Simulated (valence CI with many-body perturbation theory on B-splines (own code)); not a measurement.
Tl⁶⁸⁺: calculated level list

Method: relativistic CI+MBPT: three valence electrons over a frozen Dirac-Fock core [Ne], a basis of 11 s, 11 p, 9 d, 7 f, 5 g, 2 h, 1 i functions for each j, with the one-electron correlation potential Σ1 (screened to all orders), the two-electron term Σ2, the three-electron term Σ3, Breit, model QED; selected single and double excitations, second order for the rest (own B-spline code, finite nucleus).

No measured spectrum was set against this ion. As an estimate, large intervals hold to a few tenths of a per cent, small ones and those within an open d or f shell to about a per cent.

Levels 46 to 68 of 68, with energies above the lowest level, (3s^2 3p1/2) J=1/2. "Leading %" is the weight of the configuration and term that name the level; weights of strongly mixed levels are sums over their largest components and can fall short. In the jj column 3d3/2^4 stands for four electrons in 3d with j = 3/2. Lifetimes count E1, E2, E3, M1 and M2 decay at the calculated energies, and are blank where another channel may lead or the interval is too uncertain; long ones can be off by a factor of two.

```tsv
No.	Configuration	Term	J	E (Ry)	Leading %	g	Second component	Lifetime	Leading jj
46	3p²3d	²D	3/2	130.02	31	1.041	18 % 3p²3d ⁴P	140 fs	3p1/2 3p3/2 3d3/2 (77 %)
47	3p²3d	²D	5/2	130.11	29	1.118	22 % 3p²3d ⁴F	158 fs	3p1/2 3p3/2 3d3/2 (84 %)
48	3p²3d	⁴P	1/2	130.42	30	1.684	30 % 3p²3d ²P	176 fs	3p1/2 3p3/2 3d3/2 (84 %)
49	3s3d²	⁴F	3/2	132.16	64	0.614	14 % 3s3d² ²D	108 fs	3s 3d3/2^2 (76 %)
50	3s3d²	⁴F	5/2	133.35	39	1.061	21 % 3s3d² ²D	91.8 fs	3s 3d3/2^2 (75 %)
51	3s3d²	⁴P	1/2	134.93	52	2.179	26 % 3s3d² ²S	91.9 fs	3s 3d3/2^2 (82 %)
52	3p²3d	⁴D	7/2	136.67	48	1.293	32 % 3p²3d ⁴F	282 fs	3p1/2 3p3/2 3d5/2 (97 %)
53	3p²3d	²G	9/2	137.26	58	1.167	32 % 3p²3d ⁴F	546 fs	3p1/2 3p3/2 3d5/2 (90 %)
54	3p²3d	²P	3/2	137.62	51	1.321	21 % 3p²3d ⁴P	301 fs	3p1/2 3p3/2 3d5/2 (94 %)
55	3p²3d	²D	5/2	137.93	44	1.113	19 % 3p²3d ²F	347 fs	3p1/2 3p3/2 3d5/2 (90 %)
56	3p²3d	²F	7/2	138.88	47	1.133	18 % 3p²3d ⁴F	486 fs	3p1/2 3p3/2 3d5/2 (74 %)
57	3p²3d	⁴P	5/2	139.08	43	1.261	24 % 3p²3d ²F	250 fs	3p1/2 3p3/2 3d5/2 (93 %)
58	3p²3d	²P	1/2	139.94	43	1.227	35 % 3p²3d ²S	485 fs	3p1/2 3p3/2 3d5/2 (83 %)
59	3p²3d	²D	3/2	140.27	58	0.944	14 % 3p²3d ⁴D	257 fs	3p1/2 3p3/2 3d5/2 (91 %)
60	3s3d²	⁴F	5/2	141.11	50	1.161	24 % 3s3d² ⁴P	225 fs	3s 3d3/2 3d5/2 (97 %)
61	3s3d²	⁴F	7/2	141.13	73	1.177	13 % 3p²3d ²F	177 fs	3s 3d3/2 3d5/2 (78 %)
62	3s3d²	⁴P	3/2	141.64	83	1.534	10 % 3s3d² ²D	233 fs	3s 3d3/2 3d5/2 (99 %)
63	3s3d²	²G	9/2	142.44	59	1.173	31 % 3s3d² ⁴F	178 fs	3s 3d3/2 3d5/2 (88 %)
64	3s3d²	²F	5/2	143.03	48	1.119	29 % 3s3d² ⁴P	147 fs	3s 3d3/2 3d5/2 (84 %)
65	3s3d²	²G	7/2	143.04	71	0.953	21 % 3s3d² ²F	214 fs	3s 3d3/2 3d5/2 (93 %)
66	3s3d²	²P	3/2	143.52	37	1.076	30 % 3s3d² ²D	149 fs	3s 3d3/2 3d5/2 (84 %)
67	3p3d²	⁴G°	5/2	144.22	52	0.736	36 % 3p3d² ²F°	896 fs	3p1/2 3d3/2^2 (100 %)
68	3s3d²	²P	1/2	144.29	55	1.223	25 % 3s3d² ⁴P	131 fs	3s 3d3/2 3d5/2 (80 %)
```
